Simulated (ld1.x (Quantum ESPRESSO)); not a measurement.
ruthenium: excitation energies, all-electron against PAW

```json
{
 "Element": "Ru (Z = 44)",
 "Generator": "ld1.x (Quantum ESPRESSO) 7.5",
 "Type": "PAW",
 "Functional": "PBE",
 "Relativity": "scalar-relativistic",
 "Frozen core": "[Ar] 3d10",
 "Valence charge": "16",
 "Reference configuration": "4s2 4p6 4d7 5s0.75 5p0.25",
 "Partial waves": "4s (bound): rcut 1.35, rcutus 1.50 bohr; 5s (bound): rcut 1.35, rcutus 1.50 bohr; 4p (bound): rcut 1.70, rcutus 2.20 bohr; 5p (bound): rcut 1.70, rcutus 2.20 bohr; 4d (bound): rcut 1.10, rcutus 1.45 bohr; 4d channel at -0.05 Ry: rcut 1.10, rcutus 1.45 bohr",
 "Local potential": "all-electron potential smoothed inside 1.60 bohr (lloc = -2)",
 "Core correction": "Bessel-smoothed model core inside 1.50 bohr",
 "Augmentation charge": "BESSEL, radius 1.20 bohr"
}
```

Energies are relative to the spin-unpolarised reference configuration 4s2 4p6 4d7 5s0.75 5p0.25; without spin polarisation the order of configurations can differ from experiment. Not all tests gave a result: 1 of 7 tests not solved or not reliable. Left out of the table: 4s2 4p6 4d4 5s0 5p0 (solver errors, printed error -1446 eV). The frozen-core shift is the all-electron ΔE with the core orbitals held at their reference shape minus the fully relaxed ΔE.

```csv
valence configuration,charge,ΔE all-electron (eV),error AE − PS (meV),frozen-core shift (meV)
4s2 4p6 4d7 5s1 5p0,0,-0.838,+0.4,-0.2
4s2 4p6 4d7 5s0 5p0,+1,6.455,-1.4,+1.5
4s2 4p6 4d6 5s0 5p0,+2,24.641,-1.4,-0.1
4s1 4p6 4d7 5s1 5p0,+1,81.852,-25,+23
4s2 4p6 4d6 5s1 5p1,0,4.816,+19,-3.1
```

Q: What are ΔE and the potential's error for 4s2 4p6 4d6 5s1 5p0?

A: ΔE = 9.274 eV all-electron; the error (AE − PS) is +0.7 meV.

A variational frozen-core shift is positive and of second order in the change. This column holds negative values, so the frozen-core run of ld1.x carries numerical noise or an error of first order here, and the column gives no more than the rough size of the effect.
